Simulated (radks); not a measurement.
Species: Sr+. Configuration: [Kr] 5s1.

Method: scalar-relativistic Kohn-Sham, r2SCAN, spin-polarised, spherical densities, finite nucleus; open shells are filled with parallel spins first (spin-orbit coupling, left out, can overturn this in heavy ions); meta-GGA in the generalised Kohn-Sham scheme; Fermi nuclear charge, rms radius 4.224 fm; computed with a radial shooting solver on a logarithmic mesh with Libxc functionals.

Energy parts (hartree):
| part | energy |
|---|---|
| total | -3179.78325 |
| kinetic | 3260.90500 |
| electron-nucleus | -7648.89642 |
| Hartree | 1313.42999 |
| exchange-correlation | -105.22181 |

Orbitals (lengths in bohr, moments of r in powers of bohr; <r^-3> diverges for s and p1/2; r(max) is where P^2 peaks):
orbital  occ.  eigenvalue (hartree)   <1/r>   r(max)  <r^-3>     <r^2>
1s up       1             -587.3375   38.99  0.02554       -  0.002068
1s down     1             -587.3370   38.99  0.02554       -  0.002068
2s up       1             -80.12688   8.719   0.1450       -   0.03502
2s down     1             -80.12657   8.719   0.1450       -   0.03502
2p up       3             -71.13848   8.497   0.1161    1803   0.02766
2p down     3             -71.13811   8.497   0.1161    1803   0.02766
3s up       1             -12.77152   2.925   0.4351       -    0.2766
3s down     1             -12.77072   2.925   0.4351       -    0.2765
3p up       3              -9.83808   2.765   0.4305   279.4    0.2892
3p down     3              -9.83720   2.765   0.4305   279.4    0.2891
3d up       5              -5.01340   2.506   0.3779   35.15    0.3027
3d down     5              -5.01236   2.506   0.3779   35.16    0.3026
4s up       1              -1.78510  0.9857    1.191       -     2.099
4s down     1              -1.78200  0.9843    1.192       -     2.103
4p up       3              -1.09642  0.8484    1.325   30.84     2.815
4p down     3              -1.09281  0.8504    1.326   30.92     2.777
4d up       0              -0.24622  0.4671    1.993   1.264     10.19
5s up       1              -0.32201  0.3226    3.464       -     17.16
5p up       0              -0.20646  0.2677    4.248   3.094     24.93

The highest occupied level is 5s up at -8.762 eV. For comparison, the ionisation energy in NIST's Atomic Spectra Database is 11.030 eV (measured). In exact Kohn-Sham theory the highest level is minus the ionisation energy, but local and semilocal functionals leave it too shallow, through self-interaction and a potential that decays too fast; potentials with the right tail come closer. Spin moment in Bohr magnetons: 1. Summed over all electrons, <r^2> = 43.69 bohr^2, which gives a Langevin (diamagnetic) susceptibility term of -34.6 x 10^-6 cm^3/mol. The spin density at the nucleus is 7.492 e/bohr^3 (1s 0.074, 2s 0.033, 3s 0.022, 4s 0.225, 5s 7.138). The electron density at the nucleus is 6.194e+04 e/bohr^3 (large components only). The density falls to 0.001 e/bohr^3 at r = 4.51 bohr.
